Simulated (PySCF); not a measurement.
F₂Sc (SMILES [F][Sc+][F]), charge +1, singlet, at a GFN2-xTB geometry (such geometries of metal compounds can be far from the true shape) (the multiplicity is a formal guess). Base run: B3LYP/6-31G run with PySCF.

The PySCF input:
```python
from pyscf import gto, scf, dft

mol = gto.M(
    atom='''
Sc    0.28637598    0.13181402    0.09608983
F    -0.53787985    1.05786481   -1.16690985
F    -0.13033078   -1.36543086    0.94270025
''',
    basis='6-31g',
    charge=1,
    verbose=5,
)

mf = dft.RKS(mol)
mf.xc = 'b3lyp'
mf.kernel()
```

The base run was repeated with changes; each row names its change, and settings that it needs were set with it.

| change | ΔE vs base (mEh) | fitting functions | outcome |
|---|---|---|---|
| base | 0.000 | - | converged |
| auxbasis = cc-pvdz-jkfit | - | - | input refused |
| auxbasis = cc-pvtz-ri | - | - | input refused |
| auxbasis = def2-svp-ri | -8989.8 | 239 | converged |
| auxbasis = even-tempered beta=1.6 | 0.081 | 635 | converged |
| auxbasis = even-tempered beta=3.0 | -1.120 | 284 | converged |
| exchange = seminumerical (SGX) (with mf = sgx.sgx_fit(mf, auxbasis='def2-universal-jfit'); with mf.with_df.dfj = True) | -0.074 | 187 | converged |
| auxbasis = def2-tzvp-ri | -9398.7 | 334 | converged |
| auxbasis = cc-pvqz-jkfit | - | - | input refused |
| only_dfj = on; auxbasis = def2-universal-jfit | -0.083 | 187 | converged |

A fitting set is made for a task (jfit for Coulomb, jkfit for Coulomb and exchange, ri for correlation) and for a family of orbital bases.

- auxbasis = cc-pvdz-jkfit: ended with `pyscf.lib.exceptions.BasisNotFoundError: Basis set not found for Sc in cc-pvdz-jkfit`
- auxbasis = cc-pvtz-ri: ended with `pyscf.lib.exceptions.BasisNotFoundError: Basis set not found for Sc in cc-pvtz-ri`
- auxbasis = cc-pvqz-jkfit: ended with `pyscf.lib.exceptions.BasisNotFoundError: Basis set not found for Sc in cc-pvqz-jkfit`
